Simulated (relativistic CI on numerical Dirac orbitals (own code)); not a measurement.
A reference radial Dirac CI calculation of Co+ gave the lowest total energy -1390.96185 Ha in 37 SCF steps, from this input:

```
atom Co  Z=27  charge=1  electrons=26
nucleus A=59  rms_radius_fm=3.7875
hamiltonian dirac-coulomb  breit=on  qed=on  c_scale=1
orbitals kli  potential=per-configuration
slater_scale 1
correlation none
mixing on
grid step=0.0125 r_max=74.5
scf mixing=0.4 start=green max_iterations=150 tolerance=2e-08 node_fill=0.05
configurations
  [Ar] 3d8
  [Ar] 3d7 4s
  [Ar] 3d7 4p
end
```

One setting was then changed (and the iteration limit cut to 93), and the output read:

```
SCF 1: [Ar] 3d8
 iter      energy (Ha)   residual   last orbital (Ha)
    1     -1385.826016   1.73e+00     -2.06159
    2     -1391.397277   3.53e-01     -0.67543
    3     -1391.373920   1.68e-01     -0.61776
    4     -1391.356369   1.93e-02     -0.58942
    5     -1391.335878   9.18e-03     -0.58450
    6     -1391.308354   5.77e-03     -0.57715
    7     -1391.314078   2.72e-03     -0.57878
    8     -1391.319065   2.60e-05     -0.58026
    9     -1391.319195   4.23e-05     -0.58030
   10     -1391.319119   4.61e-07     -0.58027
   11     -1391.319120   2.53e-07     -0.58027
   12     -1391.319120   1.42e-08     -0.58027
SCF 2: [Ar] 3d7 4s
 iter      energy (Ha)   residual   last orbital (Ha)
    1     -1387.315465   1.68e+00     -0.90153
    2     -1391.432696   3.77e-01     -0.58349
    3     -1391.337804   1.67e-01     -0.49633
    4     -1391.360725   4.93e-02     -0.42010
    5     -1391.345540   3.79e-02     -0.41862
    6     -1391.329876   2.05e-02     -0.41343
    7     -1391.300203   2.65e-03     -0.40857
    8     -1391.303136   3.28e-04     -0.40918
    9     -1391.303660   7.36e-05     -0.40929
   10     -1391.303507   3.54e-05     -0.40929
   11     -1391.303552   1.10e-06     -0.40930
   12     -1391.303556   1.76e-06     -0.40930
   13     -1391.303554   8.28e-08     -0.40930
   14     -1391.303553   3.68e-09     -0.40930
SCF 3: [Ar] 3d7 4p
 iter      energy (Ha)   residual   last orbital (Ha)
    1     -1387.202698   1.65e+00     -0.60486
    2     -1391.287161   3.77e-01     -0.40736
    3     -1391.153992   1.62e-01     -0.35639
    4     -1391.198514   5.36e-02     -0.31499
    5     -1391.143058   1.75e-02     -0.31052
    6     -1391.115755   8.84e-03     -0.30357
    7     -1391.123738   3.73e-03     -0.30366
    8     -1391.128656   1.64e-04     -0.30395
    9     -1391.128789   1.68e-05     -0.30412
   10     -1391.128797   1.56e-05     -0.30411
   11     -1391.128810   4.82e-07     -0.30412
   12     -1391.128810   2.24e-07     -0.30412
   13     -1391.128810   9.20e-09     -0.30412
orbital energies (Ha): 2s -32.3104  2p1/2 -27.7456  2p3/2 -27.2226  3s -3.9154  3p1/2 -2.6238  3p3/2 -2.5614  3d3/2 -0.5855  3d5/2 -0.5803
configuration averages (Ha): Dirac-Coulomb, Breit, QED
  3d8                          -1391.319120    0.517664    0.353659
  3d7 4s                       -1391.303553    0.517938    0.353834
  3d7 4p                       -1391.128810    0.517876    0.353682
levels: no., configuration, term, J, E (cm-1), weight
   1 3d7 4s                 5F   5                0.0  1.00
   2 3d7 4s                 5F   4              971.0  1.00
   3 3d7 4s                 5F   3             1724.0  1.00
   4 3d7 4s                 5F   2             2270.4  1.00
   5 3d7 4s                 5F   1             2625.5  1.00
   6 3d7 4s                 3F   4            10068.7  0.99
   7 3d7 4s                 3F   3            11355.2  0.99
   8 3d8                    3F   4            11364.8  0.99
   9 3d7 4s                 3F   2            12226.5  0.99
  10 3d8                    3F   3            12827.5  1.00
  11 3d8                    3F   2            13781.3  0.98
  12 3d7 4s                 5P   3            17037.1  1.00
  13 3d7 4s                 5P   2            17304.3  0.94
  14 3d7 4s                 5P   1            17804.6  0.97
lowest total energy -1390.546816 Ha
end: converged
```

Which setting was changed?
A. speed of light
B. node fill of the KLI weights
C. QED terms
D. charge

B. The node fill of the KLI weights 50. This setting is bad on purpose; its numbers may not be properties of the ion.
